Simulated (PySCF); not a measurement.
NbOF3, SMILES [O]=[Nb]([F])([F])[F], multiplicity 1.

The structure is a stationary point at B3LYP-D3(BJ)/def2-SVP. The spin state was assumed, not searched. The def2 effective core potentials stand for the cores of Nb; spin–orbit coupling is left out.

Level of theory: ωB97X/def2-TZVPD in PySCF.

Gas-phase values at a fixed geometry.

Computed frontier levels, gap, dipole moment and polarisability:
| Item | Value |
|---|---|
| highest occupied level | -13.16 eV |
| lowest empty level | -0.16 eV |
| orbital gap | 13.00 eV |
| dipole moment | 1.29 D |
| quadrupole, principal values (traceless, Buckingham form, about the centre of nuclear charge) | -0.75, 0.38, 0.38 D·Å |
| mean static polarisability | 39.0 bohr³ (5.77 Å³) |
| polarisability, principal values | 36.8, 36.8, 43.2 bohr³ |
